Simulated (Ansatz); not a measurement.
Reaction (formal loss of a carbene): `F[CH2][GeH2][Br]` → `[CH]F` + `[GeH3][Br]`

Program: Ansatz. Geometries: PBE0-D4/def2-TZVP. ΔE: electronic, gas phase. CCSD(T)/CBS is the MP2 limit (def2-TZVPP, def2-QZVPP) plus CCSD(T) − MP2 in def2-TZVPP, frozen cores. This one scheme is used for every species. Functionals use def2-TZVPP. For Br, Ge outer-core shells are correlated without core-valence functions, which leaves a few kJ/mol of doubt a bond. Scalar relativity is left out up to krypton. One conformer a species, not always the lowest.

Q: Is it downhill or uphill in electronic energy at CCSD(T)/CBS, and by how much? (An estimate is asked.)

A: Computed: Uphill: ΔE = +89.9 kcal/mol.

Q: What do these levels give: BHLYP-D4, r2SCANh, LC-ωPBE, HF/def2-SVP, SCS-MP2/def2-QZVPP, MP2/CBS(def2)? (An estimate is asked.)

A: Ansatz gave: BHLYP-D4 90.3, r2SCANh 94.4, LC-ωPBE 93.7, HF/def2-SVP 79.5, SCS-MP2/def2-QZVPP 91.4, MP2/CBS(def2) 96.9 kcal/mol.

Largest T1 diagnostic among the species: 0.018.

Leaving LDA and LC-ωPBE aside and taking each functional with its dispersion term where it has one, the values, not all of them listed here, spread over 8.0 kcal/mol, from BLYP-D4 to PBE-QIDH. LDA lies +12.0 kcal/mol from PBE without D4. From PBE to PBE0 (25 % exact exchange), in def2-TZVPP and without D4, ΔE moves by +1.6 kcal/mol. The D4 term adds +2.5 kcal/mol with B3LYP and +1.4 kcal/mol with PBE0; it sums over pairs of atoms, weighted by their polarisabilities, and B3LYP, whose exchange is more repulsive, gets the larger term.

B3LYP here is the variant with VWN-RPA as its local correlation; programs differ in this.
